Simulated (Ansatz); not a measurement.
Level of theory: Ansatz (a quantum-chemistry and plane-wave program) with frozen-core CCSD(T)/cc-pVTZ // B3LYP-D3(BJ)/def2-TZVP.

Ansatz 0.2 input:
```yaml
crystal:
  periodic: [false, false, false]
  atoms:
    - { symbol: C, position_ang: [-1.181481, -0.59305, 0.257267] }
    - { symbol: C, position_ang: [-0.005031, -0.002481, 0.001103] }
    - { symbol: N, position_ang: [1.192385, -0.314635, 0.649881] }
    - { symbol: N, position_ang: [0.182033, 1.00452, -0.949218] }
    - { symbol: H, position_ang: [-2.100049, -0.209294, -0.161312] }
    - { symbol: H, position_ang: [-1.239981, -1.467206, 0.888669] }
    - { symbol: H, position_ang: [1.975089, -0.42103, 0.01835] }
    - { symbol: H, position_ang: [1.116646, -1.092566, 1.286887] }
    - { symbol: H, position_ang: [0.733757, 1.780513, -0.608318] }
    - { symbol: H, position_ang: [-0.673369, 1.315229, -1.383306] }
basis:
  gaussian: { orbitals: cc-pVTZ }
correlation:
  method: ccsd_t
```

Output:

```
Functional definition: HF
1167 factors; integrals over basis functions are off by at most 9.4e-4 eV
mean field evaluation 1: about -5117.0448 eV, gradient 3.9e1 eV
mean field evaluation 2: about -5117.0505 eV, gradient 3.9e1 eV
mean field evaluation 4: about -5120.6248 eV, gradient 3.2e0 eV
mean field evaluation 8: about -5120.6641 eV, gradient 8.2e-2 eV
mean field evaluation 16: about -5120.6567 eV, gradient 7.1e-1 eV
mean field -5120.66412025 eV, -188.1809355084 hartree, gradient 3.3e-6 eV, S^2 0.000000; 0 other end points of the search recorded, 0 dependent functions left out
4 core orbitals not correlated
reference -5120.66412025 eV, -188.1809355084 hartree; 12, 12 occupied and 188, 188 virtual orbitals, 1167 factors
second order -20.54045679 eV of doubles, -0.00000000 eV of singles
cycle   1  -20.72641788 eV  change   -1.9e-1 eV  update   8.8e-2
cycle   2  -21.19320998 eV  change   -4.7e-1 eV  update   2.6e-2
cycle   3  -21.29032876 eV  change   -9.7e-2 eV  update   1.3e-2
cycle   4  -21.28086610 eV  change    9.5e-3 eV  update   3.4e-3
cycle   5  -21.28138706 eV  change   -5.2e-4 eV  update   1.4e-3
cycle   6  -21.28139530 eV  change   -8.2e-6 eV  update   4.6e-4
cycle   7  -21.28108235 eV  change    3.1e-4 eV  update   1.5e-4
cycle   8  -21.28106848 eV  change    1.4e-5 eV  update   7.3e-5
cycle   9  -21.28108876 eV  change   -2.0e-5 eV  update   2.3e-5
perturbative correction -0.90173642 eV, -0.0331382022 hartree
Total energy: -5142.84694543 eV, -188.9961392978 hartree
```

Cost: around 2.5 core-minutes (rough).
